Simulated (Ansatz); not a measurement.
Ansatz (an electronic-structure program) input (B3LYP-D3(BJ)/def2-TZVP):

Ansatz 0.2 input:
```yaml
crystal:
  periodic: [false, false, false]
  atoms:
    - {symbol: Re, position_ang: [-0.00000000, -0.00000000, -0.16820080]}
    - {symbol: O, position_ang: [0.00000000, 0.00000000, 1.57688253]}
basis:
  gaussian:
    orbitals: def2-TZVP
hamiltonian:
  xc: b3lyp
  dispersion: d3bj
magnetization: {spin_polarized: true, initial_magnetization: 5}
phonons: {temperatures: {t_min: 298.15, t_max: 298.15, t_step: 100}}
```

Output:

```
Functional definition: B3LYP
integrals: 0.01 GiB planned
528 factors; their error is unknown
mean field: 0.20 GiB planned
mean field evaluation 1: about -4168.0429 eV, gradient 4.7e1 eV
mean field evaluation 2: about -4000.9718 eV, gradient 1.6e2 eV
mean field evaluation 4: about -4175.9305 eV, gradient 8.8e0 eV
mean field evaluation 8: about -4176.2928 eV, gradient 8.8e-2 eV
mean field evaluation 16: about -4176.3020 eV, gradient 4.1e-5 eV
mean field -4176.30197282 eV, -153.4762667021 hartree, gradient 4.1e-5 eV, S^2 8.759924; 0 other end points of the search recorded, 0 dependent functions left out
the calculation of the forces begins
reference -4176.30215274 eV, -153.4762733139 hartree; 14, 9 occupied and 57, 62 virtual orbitals, 528 factors
these checks for a lower state are left out or cut short: stability, starts, cluster_reference, orbital_swaps, neighbouring_geometries, increment
integrals: 0.01 GiB planned
528 factors; their error is unknown
mean field: 0.20 GiB planned
mean field -4176.30197282 eV, -153.4762667020 hartree, gradient 1.7e-6 eV, S^2 8.759924; 0 other end points of the search recorded, 0 dependent functions left out
the calculation of the forces begins
reference -4176.30215274 eV, -153.4762733138 hartree; 14, 9 occupied and 57, 62 virtual orbitals, 528 factors
these checks for a lower state are left out or cut short: stability, starts, cluster_reference, orbital_swaps, neighbouring_geometries, increment
integrals: 0.01 GiB planned
528 factors; their error is unknown
mean field: 0.20 GiB planned
mean field evaluation 32: about -4176.3020 eV, gradient 1.7e-6 eV
mean field -4176.30197282 eV, -153.4762667020 hartree, gradient 1.7e-6 eV, S^2 8.759924; 0 other end points of the search recorded, 0 dependent functions left out
the calculation of the forces begins
reference -4176.30215274 eV, -153.4762733138 hartree; 14, 9 occupied and 57, 62 virtual orbitals, 528 factors
these checks for a lower state are left out or cut short: stability, starts, cluster_reference, orbital_swaps, neighbouring_geometries, increment
integrals: 0.01 GiB planned
528 factors; their error is unknown
mean field: 0.20 GiB planned
mean field -4176.30197282 eV, -153.4762667020 hartree, gradient 1.7e-6 eV, S^2 8.759924; 0 other end points of the search recorded, 0 dependent functions left out
the calculation of the forces begins
reference -4176.30215274 eV, -153.4762733138 hartree; 14, 9 occupied and 57, 62 virtual orbitals, 528 factors
these checks for a lower state are left out or cut short: stability, starts, cluster_reference, orbital_swaps, neighbouring_geometries, increment
integrals: 0.01 GiB planned
528 factors; their error is unknown
mean field: 0.20 GiB planned
mean field -4176.30197282 eV, -153.4762667020 hartree, gradient 1.7e-6 eV, S^2 8.759924; 0 other end points of the search recorded, 0 dependent functions left out
the calculation of the forces begins
reference -4176.30215274 eV, -153.4762733138 hartree; 14, 9 occupied and 57, 62 virtual orbitals, 528 factors
these checks for a lower state are left out or cut short: stability, starts, cluster_reference, orbital_swaps, neighbouring_geometries, increment
integrals: 0.01 GiB planned
528 factors; their error is unknown
mean field: 0.20 GiB planned
mean field -4176.30183167 eV, -153.4762615148 hartree, gradient 1.8e-6 eV, S^2 8.759820; 0 other end points of the search recorded, 0 dependent functions left out
the calculation of the forces begins
reference -4176.30201161 eV, -153.4762681275 hartree; 14, 9 occupied and 57, 62 virtual orbitals, 528 factors
these checks for a lower state are left out or cut short: stability, starts, cluster_reference, orbital_swaps, neighbouring_geometries, increment
integrals: 0.01 GiB planned
528 factors; their error is unknown
mean field: 0.20 GiB planned
mean field evaluation 64: about -4176.3018 eV, gradient 1.5e-6 eV
mean field -4176.30182620 eV, -153.4762613137 hartree, gradient 1.5e-6 eV, S^2 8.760028; 0 other end points of the search recorded, 0 dependent functions left out
the calculation of the forces begins
reference -4176.30200609 eV, -153.4762679247 hartree; 14, 9 occupied and 57, 62 virtual orbitals, 528 factors
these checks for a lower state are left out or cut short: stability, starts, cluster_reference, orbital_swaps, neighbouring_geometries, increment
integrals: 0.01 GiB planned
528 factors; their error is unknown
mean field: 0.20 GiB planned
mean field -4176.30197282 eV, -153.4762667020 hartree, gradient 1.7e-6 eV, S^2 8.759924; 0 other end points of the search recorded, 0 dependent functions left out
the calculation of the forces begins
reference -4176.30215274 eV, -153.4762733138 hartree; 14, 9 occupied and 57, 62 virtual orbitals, 528 factors
these checks for a lower state are left out or cut short: stability, starts, cluster_reference, orbital_swaps, neighbouring_geometries, increment
integrals: 0.01 GiB planned
528 factors; their error is unknown
mean field: 0.20 GiB planned
mean field -4176.30197282 eV, -153.4762667020 hartree, gradient 1.7e-6 eV, S^2 8.759924; 0 other end points of the search recorded, 0 dependent functions left out
the calculation of the forces begins
reference -4176.30215274 eV, -153.4762733138 hartree; 14, 9 occupied and 57, 62 virtual orbitals, 528 factors
these checks for a lower state are left out or cut short: stability, starts, cluster_reference, orbital_swaps, neighbouring_geometries, increment
integrals: 0.01 GiB planned
528 factors; their error is unknown
mean field: 0.20 GiB planned
mean field -4176.30197282 eV, -153.4762667020 hartree, gradient 1.7e-6 eV, S^2 8.759924; 0 other end points of the search recorded, 0 dependent functions left out
the calculation of the forces begins
reference -4176.30215274 eV, -153.4762733138 hartree; 14, 9 occupied and 57, 62 virtual orbitals, 528 factors
these checks for a lower state are left out or cut short: stability, starts, cluster_reference, orbital_swaps, neighbouring_geometries, increment
integrals: 0.01 GiB planned
528 factors; their error is unknown
mean field: 0.20 GiB planned
mean field evaluation 96: about -4176.3020 eV, gradient 1.7e-6 eV
mean field -4176.30197282 eV, -153.4762667020 hartree, gradient 1.7e-6 eV, S^2 8.759924; 0 other end points of the search recorded, 0 dependent functions left out
the calculation of the forces begins
reference -4176.30215274 eV, -153.4762733138 hartree; 14, 9 occupied and 57, 62 virtual orbitals, 528 factors
these checks for a lower state are left out or cut short: stability, starts, cluster_reference, orbital_swaps, neighbouring_geometries, increment
integrals: 0.01 GiB planned
528 factors; their error is unknown
mean field: 0.20 GiB planned
mean field -4176.30182620 eV, -153.4762613137 hartree, gradient 1.5e-6 eV, S^2 8.760028; 0 other end points of the search recorded, 0 dependent functions left out
the calculation of the forces begins
reference -4176.30200609 eV, -153.4762679247 hartree; 14, 9 occupied and 57, 62 virtual orbitals, 528 factors
these checks for a lower state are left out or cut short: stability, starts, cluster_reference, orbital_swaps, neighbouring_geometries, increment
integrals: 0.01 GiB planned
528 factors; their error is unknown
mean field: 0.20 GiB planned
mean field -4176.30183167 eV, -153.4762615148 hartree, gradient 1.8e-6 eV, S^2 8.759820; 0 other end points of the search recorded, 0 dependent functions left out
the calculation of the forces begins
reference -4176.30201161 eV, -153.4762681275 hartree; 14, 9 occupied and 57, 62 virtual orbitals, 528 factors
Total energy: -4176.34229195 eV, -153.4777484026 hartree
Atom 0 at    -0.000000    -0.000000    -0.168201 Å, force    -0.000000    -0.000000     0.001380 eV/Å
Atom 1 at     0.000000     0.000000     1.576883 Å, force     0.000000     0.000000    -0.001380 eV/Å
Dipole moment:     0.000000    -0.000000    -0.746122 e Å
Vibrations: 921.90 cm⁻¹, zero-point energy 0.057150 eV
```

The spin state was set by rule; other spins were not relaxed.
